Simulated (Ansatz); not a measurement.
Start from `CCC(C)F` and change one atom or group to get `C[CH](F)[ZnH]`.

Ansatz, PBE0-D4/def2-TZVP geometries, multiplicity 1. Each molecule was computed in one conformer, which needn't be the lowest.

Scalar relativity is left out up to krypton.

| property | `CCC(C)F` |
| --- | --- |
| LUMO energy (B3LYP/def2-TZVPP) / eV | 0.93 |
| LUMO energy (PBE/def2-TZVPP) / eV | 0.47 |
| HOMO–LUMO gap (PBE0/def2-TZVPP) / eV | 10.26 |
| HOMO energy (B3LYP/def2-TZVPP) / eV | -8.79 |
| HOMO–LUMO gap (ωB97M-V/def2-TZVPP) / eV | 14.05 |
| HOMO energy (PBE/def2-TZVPP) / eV | -7.40 |

What does the change do to each property? (Estimate.)

Ansatz gave: 
```csv
property,`C[CH](F)[ZnH]`,shift
LUMO energy (B3LYP/def2-TZVPP) / eV,-0.92,-1.85
LUMO energy (PBE/def2-TZVPP) / eV,-1.38,-1.85
HOMO–LUMO gap (PBE0/def2-TZVPP) / eV,6.44,-3.82
HOMO energy (B3LYP/def2-TZVPP) / eV,-6.91,1.88
HOMO–LUMO gap (ωB97M-V/def2-TZVPP) / eV,10.02,-4.03
HOMO energy (PBE/def2-TZVPP) / eV,-5.84,1.56
```

With PBE0 the HOMO rises by 1.91 eV and the LUMO falls by 1.91 eV, so the gap narrows by about 3.82 eV. PBE moves the HOMO by 1.56 eV and ωB97M-V by 2.07 eV.

B3LYP here is the variant with VWN-RPA as its local correlation; programs differ in this.
